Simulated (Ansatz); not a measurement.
A run for Ansatz (a quantum-chemistry and plane-wave program): U-BLYP/def2-TZVPP on F (SMILES [F]).

Ansatz 0.2 input:
```yaml
crystal:
  periodic: [false, false, false]
  atoms:
    - {symbol: F, position_ang: [0.00000000, 0.00000000, 0.00000000]}
basis:
  gaussian:
    orbitals: def2-TZVPP
hamiltonian:
  xc: {name: BLYP}
magnetization: {spin_polarized: true, initial_magnetization: 1}
```

Task: Give the final energy of this run.

Result: -99.7609 hartree.
